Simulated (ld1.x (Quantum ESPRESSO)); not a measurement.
## Before and after: TM potential for Sr

- Element: Sr
- Generator: ld1.x (Quantum ESPRESSO) 7.5
- Type: norm-conserving Troullier–Martins (Kleinman–Bylander form)
- Functional: LDA (PZ)
- Relativity: scalar-relativistic
- Frozen core: [Kr]
- Valence charge: 2
- Reference configuration: 4d0 5s1 5p0 (charge +1)
- Partial waves: 5p (bound, empty): rc 4.20 bohr; 4d (bound, empty): rc 3.05 bohr; 5s (bound): rc 3.65 bohr
- Local potential: the s channel
- Core correction: none

Change: wave 5p (bound): rc 4.20 bohr becomes 5p (bound): rc 5.88 bohr.

Cutoffs: the cutoffs (Ry, on a coarse ladder) from which the occupation-weighted sum of valence levels, in a spherical-Bessel basis at the reference potential, stays within 10 and 1 mRy of its value at 400 Ry; they do not see the model core or the augmentation charge, which bear on the density cutoff. Errors are all-electron minus pseudo energies relative to the spin-unpolarised reference configuration.

Question: Predict the effect on cutoff, ghosts and configuration errors.

Answer: Both files are so soft that the ladder of cutoffs tells neither apart; of the 9 tests that both files solve, the error grows in 0 and shrinks in 2 by more than 15 % and 0.3 meV (median size 44.5 → 44.5 meV); neither file shows a bound ghost.

```tsv
quantity	base	changed
cutoff, loose	6 Ry	6 Ry
cutoff, tight	8 Ry	8 Ry
bound ghosts	none	none
error for 4d0 5s2 5p0, meV [ΔE -6.06 eV]	+44	+44
error for 4d0 5s1.5 5p0, meV [ΔE -3.65 eV]	+16	+16
error for 4d0 5s1 5p1, meV [ΔE -3.67 eV]	+9.6	+5.9
error for 4d0 5s0 5p2, meV [ΔE -1.14 eV]	+25	+19
error for 4d0.5 5s1.5 5p0, meV [ΔE -4.91 eV]	+143	+143
error for 4d0 5s0 5p1, meV [ΔE 3.04 eV]	+50	+49
error for 4d1 5s0 5p0, meV [ΔE 1.80 eV]	+408	+408
error for 4d0 5s1 5p0 (spin-polarised), meV [ΔE -0.18 eV]	+85	+85
error for 4d0 5s1.5 5p0 (spin-polarised), meV [ΔE -3.68 eV]	+27	+27
```

Base: The cutoffs count occupied waves only; the empty 4d level needs 15 Ry at the loose tolerance. Changed file: The cutoffs count occupied waves only; the empty 4d level needs 15 Ry at the loose tolerance.
